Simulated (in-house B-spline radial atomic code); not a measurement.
A radial electron density 4πr²n(r) was computed for an atom or ion in its tabulated ground configuration with a B-spline radial code for spherical atoms; method: non-relativistic Hartree-Fock, average of configuration. Columns: r (bohr), 4πr²n(r) (electrons per bohr), bar.

```
 0.00181    1.165 #
 0.00221    1.688 #
 0.00269    2.416 ##
 0.00328    3.443 ###
 0.00399    4.841 ####
 0.00486    6.747 ######
 0.00592    9.277 ########
 0.00721    12.54 ##########
 0.00879    16.65 ##############
  0.0107    21.52 ##################
   0.013    26.96 ######################
  0.0159    32.82 ###########################
  0.0193    38.05 ################################
  0.0236    42.17 ###################################
  0.0287    44.09 #####################################
  0.0349    43.52 ####################################
  0.0426    40.85 ##################################
  0.0518    37.76 ###############################
  0.0632    36.53 ##############################
  0.0769    39.05 ################################
  0.0937    45.04 #####################################
   0.114     51.2 ###########################################
   0.139    52.92 ############################################
   0.169    47.69 ########################################
   0.206    38.05 ################################
   0.251    30.79 ##########################
   0.306    30.66 #########################
   0.373    35.22 #############################
   0.454    37.04 ###############################
   0.553     31.6 ##########################
   0.673    21.32 ##################
    0.82    11.87 ##########
   0.999    6.725 ######
    1.22    5.026 ####
    1.48    4.279 ####
     1.8    3.077 ###
     2.2    1.614 #
    2.68   0.5946 
    3.26   0.1458 
    3.97  0.02174 
    4.84 0.001774 
    5.89 7.303e-05
```

(1) Which atom or ion is it?
A. Se3+
B. Kr4+
C. Kr2+
D. Kr3+

Answers

(1) D. The area under the curve, ∫4πr²n dr = ∫r·4πr²n d(ln r) on this logarithmic grid, is 33 electrons, which only this option has. The configuration is [Ar] 3d10 4s2 4p3.
